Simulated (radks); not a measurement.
Task: The mean radii <r> (bohr) of the occupied orbitals of an atom or ion are listed with their occupations. All-electron calculation, scalar-relativistic Kohn-Sham, PBE, spin-polarised, spherical densities, point nucleus. Program: a radial shooting solver on a logarithmic mesh with Libxc functionals.

| orbital | occ. | <r> |
|---|---|---|
| 1s up | 1 | 0.04408 |
| 1s down | 1 | 0.04408 |
| 2s up | 1 | 0.1959 |
| 2s down | 1 | 0.1959 |
| 2p up | 3 | 0.1711 |
| 2p down | 3 | 0.1711 |
| 3s up | 1 | 0.5741 |
| 3s down | 1 | 0.5739 |
| 3p up | 3 | 0.5897 |
| 3p down | 3 | 0.5892 |
| 3d up | 5 | 0.6317 |
| 3d down | 5 | 0.6279 |
| 4s up | 1 | 1.753 |
| 4s down | 1 | 1.745 |
| 4p up | 3 | 2.127 |
| 4d up | 1 | 7.303 |

Name the element and its charge. Open shells, if any, are filled with parallel spins first.

Result: Z = 34, selenium, charge 0: Se in [Ar] 3d10 4s2 4p3 4d1. The 1s radius gives Z: for a bare nucleus <r> = (2 gamma + 1)/(2Z) with gamma = sqrt(1 - (Z/c)^2), 0.0432 bohr for Z = 34, and screening makes it slightly larger (0.04408 here). The occupations add up to 34, and the charge is Z minus that.
